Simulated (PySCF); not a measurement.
Input of a response calculation (the driver script's job line, then coordinates in Å):

```
{"job": {"kind": "uv", "xc": "CAM-B3LYP", "basis": "def2-SVPD", "ip": true}, "charge": 0, "multiplicity": 1}
Si    -0.680540    -1.002316    -1.800552
C      1.172837    -1.187032    -2.013199
C      2.076824    -0.857188    -1.075488
Si     3.922847    -1.031430    -1.283654
Cl     4.313058    -1.879694    -3.135228
H     -0.964911    -0.474542    -0.432014
H     -1.231457    -0.060806    -2.823445
H     -1.361172    -2.321682    -1.978983
H      1.547650    -1.588620    -2.966140
H      1.726034    -0.453979    -0.112879
H      4.501758    -1.915470    -0.232446
H      4.598683     0.296305    -1.225759
```

The calculation used TDDFT CAM-B3LYP/def2-SVPD, vertical, gas phase, core orbitals frozen in the response (PySCF 2.14.0, density-fitted response routines). Job line and output are in the format of a driver script around the code.

What does the script print for it, SCF cycles aside?

```
converged SCF energy = -1119.2272481201

Static polarisability (au): isotropic 94.257, principal 73.399 89.834 119.537

Singlet excitations
state   eV       nm        f      main configurations
  1   5.9690    207.7   0.00003   H-1->L 0.91
  2   6.7042    184.9   0.58993   H->L 0.96
  3   7.2311    171.5   0.00727   H->L+1 0.85
  4   7.5202    164.9   0.00111   H-3->L 0.46, H-1->L+1 0.14, H->L+2 0.12
  5   7.5685    163.8   0.00198   H->L+2 0.39, H-3->L 0.24, H-2->L+1 0.17
  6   7.5721    163.7   0.00336   H-1->L+1 0.54, H-2->L 0.09, H->L+2 0.09
  7   7.6578    161.9   0.00314   H-2->L 0.74, H-1->L+1 0.12
  8   7.7914    159.1   0.00718   H-2->L+1 0.56, H->L+2 0.23
  9   8.1211    152.7   0.00651   H-4->L 0.69, H-1->L+2 0.09
 10   8.1375    152.4   0.01874   H-1->L+2 0.57, H-3->L+1 0.14, H-4->L 0.12

Triplet excitations (Tamm-Dancoff, eV): 4.0354 5.3603 6.9774 7.2241
Vertical ionisation energy (delta-SCF) = 10.2098 eV
Vertical electron affinity (delta-SCF) = -0.5327 eV
```

The structure is a single PBE0-D3(BJ)/def2-SVP conformer in the gas phase; no vibrational or solvent corrections.

H and L stand for HOMO and LUMO.

The vertical ionisation energy (ΔSCF) is 10.21 eV, 2.07 eV above S10.

On Arm Neoverse N1, one thread (shared host), this took 4.2 min wall and 0.95 GiB of memory at its peak.

The values belong to the conformer `[SiH3:1]/[CH:2]=[CH:3]/[SiH2:4][Cl:5]`: C2–C3–Si4–Cl5 -2°.
